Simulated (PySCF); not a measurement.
Cartesian coordinates in Å; atom numbers follow the order of the lines, from 1:
```xyz
20

C    -1.9653    0.9694   -1.2157
C    -1.3896    0.5036    0.1223
C    -2.1968   -0.6575    0.7047
C     0.0708    0.1465   -0.0033
C     1.0791    0.7705    0.6501
Si    2.6793   -0.0517    0.1499
C     1.7982   -1.2580   -0.9807
C     0.4832   -0.9705   -0.9003
H    -1.9498    0.1619   -1.9652
H    -1.3931    1.8162   -1.6230
H    -3.0125    1.2887   -1.0971
H    -1.4511    1.3475    0.8298
H    -2.1931   -1.5298    0.0315
H    -3.2470   -0.3623    0.8558
H    -1.7887   -0.9802    1.6740
H     0.8905    1.6014    1.3338
H     3.4158   -0.7063    1.2763
H     3.6394    0.8488   -0.5625
H     2.1828   -2.0602   -1.6137
H    -0.2801   -1.5210   -1.4624
```

- shielding tensors at B3LYP/pcSseg-1 (GIAO)
- PBE0-D3(BJ)/def2-SVP geometry
- run in PySCF
- gas phase, one averaged value for each set of equivalent atoms, single conformer, non-relativistic

**Question.** List the cross peaks expected in HSQC, COSY and HMBC spectra.

**Answer.** 

HSQC (one-bond C–H):
```
                           δH            δC
                   7.21 (H20)    156.7 (C8)
                   6.23 (H19)    135.3 (C7)
                   5.62 (H16)    122.6 (C5)
                   2.50 (H12)     41.6 (C2)
1.11 (H9/H10/H11/H13/H14/H15)  23.7 (C1/C3)
```

COSY cross peaks (H two or three bonds apart, from the bond graph; peaks can be absent where the dihedral angle is near 90°):
```
        δH                             δH
7.21 (H20)                     6.23 (H19)
6.23 (H19)                 4.54 (H17/H18)
5.62 (H16)                 4.54 (H17/H18)
2.50 (H12)  1.11 (H9/H10/H11/H13/H14/H15)
```

HMBC (two and three bonds, from the bond graph):
```
                           δH                                                δC
                   7.21 (H20)     180.4 (C4), 135.3 (C7), 122.6 (C5), 41.6 (C2)
                   6.23 (H19)                180.4 (C4), 156.7 (C8), 122.6 (C5)
                   5.62 (H16)     180.4 (C4), 156.7 (C8), 135.3 (C7), 41.6 (C2)
               4.54 (H17/H18)    180.4 (C4), 156.7 (C8), 135.3 (C7), 122.6 (C5)
                   2.50 (H12)  180.4 (C4), 156.7 (C8), 122.6 (C5), 23.7 (C1/C3)
1.11 (H9/H10/H11/H13/H14/H15)               180.4 (C4), 41.6 (C2), 23.7 (C1/C3)
```

Referencing at the same level of theory: 1H and 13C against TMS.

Short H···H contacts in this conformer between protons four or more bonds apart (candidates for NOE cross peaks, intensity ∝ r⁻⁶): H12···H16 2.41 Å, H9···H20 2.42 Å.

Shifts are as computed. Against solution values, carbons near 30 ppm lie about +2 ppm off and those near 130 ppm about +6 ppm. Of 1309 compounds with measured shifts, 239 miss one by over three times the rms of a fit or turn the order of signals round; such compounds aren't used in these exercises.
